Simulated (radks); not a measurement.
Values are calculated unless marked as measured or tabulated.
Initial-state core-level shifts of neutral rhenium when its valence configuration changes from [Xe] 4f14 5d5 6s2. Code: a radial shooting solver on a logarithmic mesh with Libxc functionals. Model: scalar-relativistic Kohn-Sham, r2SCAN, spin-polarised, spherical densities, finite nucleus; open shells are filled with parallel spins first (spin-orbit coupling, left out, can overturn this in heavy ions); meta-GGA in the generalised Kohn-Sham scheme; Fermi nuclear charge, rms radius 5.3698 fm. Shifts are changes of the shell-averaged eigenvalues in eV (positive: less bound); the change of the density at the nucleus, which sets a Mossbauer isomer shift, is in e/bohr^3, on a base of 1.648e+06.

| valence | 3s | 3p | 3d | 4d | density at nucleus |
|---|---|---|---|---|---|
| 4f13.5 5d5 6s2 6p0.5 | -8.496 | -8.488 | -8.439 | -7.413 | +66.5 |
| 4f14 5d5 6s1 6p1 | -1.302 | -1.303 | -1.303 | -1.309 | -64.7 |
| 4f14 5d4 6s2 6p1 | -4.573 | -4.573 | -4.582 | -4.570 | +36.9 |
| 4f11.5 5d5 6s2 6p2.5 | -45.412 | -45.360 | -45.122 | -38.922 | +361.9 |
| 4f14 5d6 6s1 | +2.258 | +2.258 | +2.263 | +2.274 | -81.1 |
| 4f11.5 5d5 6s1 6p3.5 | -46.818 | -46.766 | -46.528 | -40.325 | +250.2 |
| 4f10.5 5d6 6s2 6p2.5 | -60.411 | -60.331 | -59.985 | -50.644 | +480.4 |
| 4f11.5 5d4 6s1 6p4.5 | -52.539 | -52.486 | -52.270 | -45.955 | +285.1 |
| 4f14 5d5 6p2 | -2.856 | -2.857 | -2.855 | -2.864 | -170.0 |
